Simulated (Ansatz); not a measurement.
Cost and result for the atomization energy of `C=C[SiH](C)F` (12 atoms, 11 bonds).

```csv
atom,x (Å),y (Å),z (Å)
C1,1.175,1.164,1.502
C2,0.425,1.103,0.404
Si3,0.310,-0.438,-0.615
C4,-1.433,-1.050,-0.792
F5,0.868,-0.138,-2.092
H6,1.772,0.317,1.830
H7,1.230,2.054,2.123
H8,-0.149,1.986,0.124
H9,1.195,-1.465,-0.005
H10,-1.473,-1.937,-1.427
H11,-1.846,-1.311,0.186
H12,-2.074,-0.284,-1.237
```

Total charge 0; spin multiplicity 1. The structure was optimised at the PBE0-D4/def2-TZVP level. It is one conformer, not always the lowest. Program: Ansatz. All runs use 4 threads of an Intel Xeon Platinum 8259CL on a shared host. Times are those of one run each, without the atoms' runs, and a repeat can differ threefold. Electronic energies, without spin–orbit coupling; frozen cores. CCSD(T)/CBS adds CCSD(T) − MP2 in def2-TZVPP to the MP2 limit, and its time is that of the two runs behind it. T1 = 0.011. B3LYP takes the VWN-RPA correlation (the form of Gaussian; ORCA's B3LYP/G).

CCSD(T)/CBS is a level of theory with its own doubt, some kJ/mol a heavy atom from the limit and from the frozen cores, so smaller differences don't rank the functionals.

```
                             level  functions  wall time
            LDA (SPW92)/def2-TZVPP        264      1.8 s
              revPBE-D4/def2-TZVPP        264      2.6 s
               BHLYP-D4/def2-TZVPP        264      4.1 s
           CAM-B3LYP-D4/def2-TZVPP        264      4.3 s
 B3LYP-D4/def2-TZVPP (with forces)        264        6 s
r2SCAN-D4/def2-TZVPP (with forces)        264        6 s
             r2SCANh-D4/def2-TZVPP        264        6 s
               PBE-QIDH/def2-TZVPP        264        7 s
                  CCSD(T)/def2-SVP        109        7 s
                 B97M-V/def2-TZVPP        264        8 s
                    MP2/def2-QZVPP        508       26 s
                CCSD(T)/def2-TZVPP        264    2.1 min
                 CCSD(T)/CBS(def2)          –    2.5 min
```

What atomization energy does each give, and how far from CCSD(T)/CBS? (Best estimate.)

Computed: 
| level | atomization (kcal/mol) | difference from CCSD(T)/CBS | per bond |
| --- | --- | --- | --- |
| LDA (SPW92)/def2-TZVPP | 1282.6 | 142.5 | 13.0 |
| revPBE-D4/def2-TZVPP | 1129.2 | -10.9 | -1.0 |
| BHLYP-D4/def2-TZVPP | 1112.8 | -27.3 | -2.5 |
| CAM-B3LYP-D4/def2-TZVPP | 1143.7 | 3.6 | 0.3 |
| B3LYP-D4/def2-TZVPP (with forces) | 1138.5 | -1.6 | -0.1 |
| r2SCAN-D4/def2-TZVPP (with forces) | 1140.8 | 0.7 | 0.1 |
| r2SCANh-D4/def2-TZVPP | 1135.3 | -4.8 | -0.4 |
| PBE-QIDH/def2-TZVPP | 1133.4 | -6.7 | -0.6 |
| CCSD(T)/def2-SVP | 1080.5 | -59.6 | -5.4 |
| B97M-V/def2-TZVPP | 1141.4 | 1.3 | 0.1 |
| MP2/def2-QZVPP | 1144.7 | 4.6 | 0.4 |
| CCSD(T)/def2-TZVPP | 1113.3 | -26.8 | -2.4 |
| CCSD(T)/CBS(def2) | 1140.1 | 0.0 | 0.0 |

The D4 term adds +8.6 kcal/mol with B3LYP and +4.5 kcal/mol with PBE0; it sums over pairs of atoms, weighted by their polarisabilities, and B3LYP, whose exchange is more repulsive, gets the larger term. At CCSD(T), def2-SVP lies −59.6 kcal/mol from the extrapolated value and def2-TZVPP −26.8 kcal/mol: correlation converges slowly with the basis, and small sets miss more of it in the bonded molecule than in its fragments. From r2SCAN to r2SCAN0 (25 % exact exchange), in def2-TZVPP and without D4, the atomization energy moves by −13.7 kcal/mol: exact exchange takes away binding that semilocal exchange gives to molecules.
